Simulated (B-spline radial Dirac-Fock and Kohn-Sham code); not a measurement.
Model: relaxed Dirac-Fock hole states (ΔSCF) with Breit and QED corrections and a finite nucleus. Program: a B-spline atomic structure program. Free neutral atoms.

Question: Order these X-ray lines by photon energy, lowest first.
A. Ga Lβ4
B. Co Lγ5
C. Cu Lβ4
D. Gd Mγ
E. Ni Lη
F. Yb Mζ2

Answer: E (756.9 eV), B (801.5 eV), C (1020.7 eV), F (1174.3 eV), A (1195.9 eV), D (1402.4 eV).

Values without a named source are computed, but for edge energies of neutral atoms, which are taken from tables.
